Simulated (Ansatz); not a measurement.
The cluster Ni₂O₂⁺: single points at one geometry.

```yaml
crystal:
  periodic: [false, false, false]
  atoms:
    - {symbol: Ni, position_ang: [0.221778, 0.709386, 0.963118]}
    - {symbol: Ni, position_ang: [-0.225523, -0.778649, -1.039503]}
    - {symbol: O, position_ang: [0.932823, -0.720688, 0.326321]}
    - {symbol: O, position_ang: [-0.929088, 0.789951, -0.249926]}
basis:
  gaussian: {orbitals: def2-SVP, initial_orbitals: start.molden}
total_charge: 1
magnetization: {spin_polarized: true, initial_magnetization: 1}
hamiltonian: {xc: pbe0, dispersion: d4}
scf: {omitted_lower_state_checks: [starts]}
output: {orbitals: {seedname: orbitals}}
```

The file start.molden holds the orbitals of an earlier run on this structure, at another level or in another basis.

```sh
$ ansatz run in.yaml --threads 4 --pin off --events-out ev --progress --plain --max-ram 3916MiB
```

Output, abridged:

```
Functional definition: PBE0
918 factors; integrals over basis functions are off by at most 7.0e-4 eV
mean field evaluation 1: about -86139.3324 eV, gradient 9.8e0 eV
mean field evaluation 2: about -86139.6336 eV, gradient 2.8e-1 eV
mean field evaluation 4: about -86139.7944 eV, gradient 2.3e-2 eV
mean field evaluation 8: about -86139.7944 eV, gradient 2.5e-5 eV
mean field -86139.79440819 eV, -3165.5790568514 hartree, gradient 7.5e-6 eV, S^2 1.813212; 0 other end points of the search recorded, 0 dependent functions left out
reference -86139.79446548 eV, -3165.5790589565 hartree; 36, 35 occupied and 54, 55 virtual orbitals, 918 factors
Total energy: -86139.87359358 eV, -3165.5819668605 hartree
Checks for a lower state left out: starts
```

It took 5.5 s on 4 threads of Arm Neoverse V1 on a shared host.

The first input with `gaussian: {orbitals: def2-TZVP, initial_orbitals: start.molden}`, `hamiltonian: {xc: {name: CAM-B3LYP}, dispersion: d4}` (abridged; 19 s):

```
Functional definition: CAM-B3LYP
mean field -86177.25366721 eV, -3166.9556592294 hartree, gradient 9.1e-6 eV, S^2 1.816152
Total energy: -86177.33532142 eV, -3166.9586599662 hartree
Checks for a lower state left out: starts
```

First input, but with `gaussian: {orbitals: def2-TZVP, initial_orbitals: start.molden}`, `hamiltonian: {xc: pbe, dispersion: d4}` (abridged; 3.7 s):

```
Functional definition: PBE
mean field -86158.26054475 eV, -3166.2576748531 hartree, gradient 8.5e-6 eV, S^2 1.632237
Total energy: -86158.35602093 eV, -3166.2611835380 hartree
Checks for a lower state left out: starts
```

First input, but with `gaussian: {orbitals: def2-TZVP, initial_orbitals: start.molden}`, `hamiltonian: {xc: {name: BLYP}, dispersion: d4}` (abridged; 3.8 s):

```
Functional definition: BLYP
mean field -86179.99999517 eV, -3167.0565849205 hartree, gradient 1.4e-5 eV, S^2 1.620862
Total energy: -86180.21246553 eV, -3167.0643930621 hartree
Checks for a lower state left out: starts
```

The first input with `gaussian: {orbitals: def2-TZVP, initial_orbitals: start.molden}`, `hamiltonian: {xc: {name: r2SCANh}, dispersion: d4}`, `output: {forces: true, orbitals: {seedname: orbitals}}` (abridged; 42 s):

```
Functional definition: r2SCANh
mean field evaluation 16: about -86170.1856 eV, gradient 2.5e-5 eV
mean field -86170.18564186 eV, -3166.6959140885 hartree, gradient 7.7e-7 eV, S^2 1.790700
Total energy: -86170.20629843 eV, -3166.6966732035 hartree
Atom 0 force    -0.164813     0.035273    -0.146117 eV/Å
Atom 1 force    -0.011261    -0.165298    -0.176373 eV/Å
Atom 2 force     0.012127     0.047438     0.058115 eV/Å
Atom 3 force     0.163947     0.082586     0.264375 eV/Å
Dipole moment:    -0.052147    -0.083566    -0.145814 e Å
Checks for a lower state left out: starts
```

The first input with `gaussian: {orbitals: 6-31G}`, `hamiltonian: {xc: {name: B3LYP}, dispersion: d4}` (abridged; 6.5 s):

```
Functional definition: B3LYP
mean field evaluation 16: about -86159.9647 eV, gradient 1.1e0 eV
mean field evaluation 32: about -86160.0786 eV, gradient 2.3e-5 eV
mean field -86160.07863108 eV, -3166.3244882932 hartree, gradient 4.1e-6 eV, S^2 1.863653
Total energy: -86160.23818362 eV, -3166.3303517409 hartree
Checks for a lower state left out: starts
```

The first input with `correlation: {method: ccsd_t}`, `scf: {omitted_lower_state_checks: [starts, cluster_reference]}` and without the key `hamiltonian` (abridged; 2.1 min):

```
Functional definition: HF
mean field evaluation 16: about -86058.4374 eV, gradient 3.1e-2 eV
mean field -86058.43822570 eV, -3162.5892722898 hartree, gradient 7.8e-6 eV, S^2 2.665977
12 core orbitals not correlated: weight in the atoms' cores, before any rotation towards them, 1.000 or more for the frozen orbitals, at most 0.000 for the correlated occupied ones
second order -25.99327781 eV of doubles, -0.00000000 eV of singles
cycle   1  -24.81363609 eV  change     1.2e0 eV  update   2.1e-1
cycle   2  -25.84155347 eV  change    -1.0e0 eV  update   8.5e-2
cycle   3  -26.22000788 eV  change   -3.8e-1 eV  update   7.7e-2
cycle   4  -26.46595967 eV  change   -2.5e-1 eV  update   5.0e-2
cycle   5  -26.58060786 eV  change   -1.1e-1 eV  update   3.2e-2
cycle   6  -26.69749753 eV  change   -1.2e-1 eV  update   2.1e-2
cycle   7  -26.75770149 eV  change   -6.0e-2 eV  update   1.5e-2
cycle   8  -26.80987542 eV  change   -5.2e-2 eV  update   1.1e-2
cycle   9  -26.84344758 eV  change   -3.4e-2 eV  update   7.9e-3
[...]
cycle  37  -26.87936161 eV  change   -2.2e-5 eV  update   1.2e-4
cycle  38  -26.87939052 eV  change   -2.9e-5 eV  update   1.1e-4
cycle  39  -26.87948241 eV  change   -9.2e-5 eV  update   1.0e-4
cycle  40  -26.87959199 eV  change   -1.1e-4 eV  update   9.3e-5
cycle  41  -26.87970053 eV  change   -1.1e-4 eV  update   8.3e-5
cycle  42  -26.87986613 eV  change   -1.7e-4 eV  update   7.5e-5
cycle  43  -26.87996870 eV  change   -1.0e-4 eV  update   6.6e-5
cycle  44  -26.88003395 eV  change   -6.5e-5 eV  update   6.0e-5
cycle  45  -26.88002462 eV  change    9.3e-6 eV  update   5.4e-5
cycle  46  -26.87999758 eV  change    2.7e-5 eV  update   4.7e-5
cycle  47  -26.87994372 eV  change    5.4e-5 eV  update   4.2e-5
cycle  48  -26.87990596 eV  change    3.8e-5 eV  update   3.9e-5
perturbative correction -1.29526910 eV, -0.0476002616 hartree
Total energy: -86086.61340076 eV, -3163.6246908754 hartree
Checks for a lower state left out: starts, cluster_reference
```

Geometry: r2SCAN-D4/def2-SVP.

The 6-31G sets use Cartesian d functions. B3LYP takes the VWN-RPA correlation. Correlated methods freeze 12 core orbitals; core or outer-core shells of Ni are correlated, in sets that lack core-valence functions. At PBE0-D4/def2-SVP, CAM-B3LYP-D4/def2-TZVP, PBE-D4/def2-TZVP, BLYP-D4/def2-TZVP and others the charge 1 doublet is spin-contaminated (final ⟨S²⟩ up to 2.67, 0.75 for a pure state). At CCSD(T)/def2-SVP T1 of the charge 1 doublet is large (up to 0.070), so the single-reference result is doubtful. The geometry of the doublet was relaxed on an unsound state (⟨S²⟩ 1.73, where a pure state has 0.75). The order of the spin states hangs on the level: the quartet lies 0.14 eV below the doublet at PBE0-D4/def2-TZVP, but 0.06 eV above it at CCSD(T)/def2-SVP. The doublet is doubtful at PBE0-D4/def2-TZVP (⟨S²⟩ 1.81, where a pure state has 0.75). The quartet is doubtful at PBE0-D4/def2-TZVP (⟨S²⟩ 4.11, where a pure state has 3.75). The doublet is doubtful at CCSD(T)/def2-SVP (⟨S²⟩ 2.67, where a pure state has 0.75). The quartet is doubtful at CCSD(T)/def2-SVP (⟨S²⟩ 4.66, where a pure state has 3.75). The structure comes from a short search, and lower isomers may exist.
